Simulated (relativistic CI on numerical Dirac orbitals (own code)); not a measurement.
**Ir3+: 4f photoemission**

Computed with this model: Dirac-Coulomb-Breit CI, separate exchange-only KLI orbitals for each configuration, model QED, valence Slater integrals scaled by 0.8, multiplet model of photoemission in the sudden approximation; configurations [Xe] 4f14 5d6 → [Xe] 4f13 5d6; 80 K; Lorentzian 0.17 eV and Gaussian 0.5 eV FWHM. Energies are those of the free ion, without screening or charge transfer. The energies are binding energies and can lie tens of eV above those of solids. S is read from ⟨S²⟩ = S(S + 1).

Field parameters in Wybourne normalisation: Oh B⁴₀ = 21Dq, B⁴₄ = √(5/14) B⁴₀. The field is a parameter set, without covalency.

free ion: ground-state S = 1.85, centroid 104.51 eV. Peaks (eV, height): 103.1 (100), 105.7 (49), 106.5 (55).

Oh, 10Dq = 7000 cm⁻¹: ground-state S = 1.74, centroid 104.52 eV. Peaks (eV, height): 103.0 (100), 106.6 (58).

Strongest unbroadened transitions for free ion:

| Energy (eV) | Relative strength |
| --- | --- |
| 102.35 | 100.0 |
| 102.84 | 81.6 |
| 103.03 | 38.0 |
| 103.17 | 38.8 |
| 103.28 | 36.7 |
| 103.36 | 23.8 |
| 103.62 | 22.2 |
| 103.63 | 13.6 |
| 105.36 | 8.3 |
| 105.46 | 27.4 |
| 105.75 | 13.9 |
| 105.82 | 16.9 |
| 106.37 | 42.3 |
| 106.38 | 15.1 |
| 106.67 | 18.6 |
| 106.83 | 19.0 |
| 107.07 | 14.6 |
| 107.13 | 18.7 |
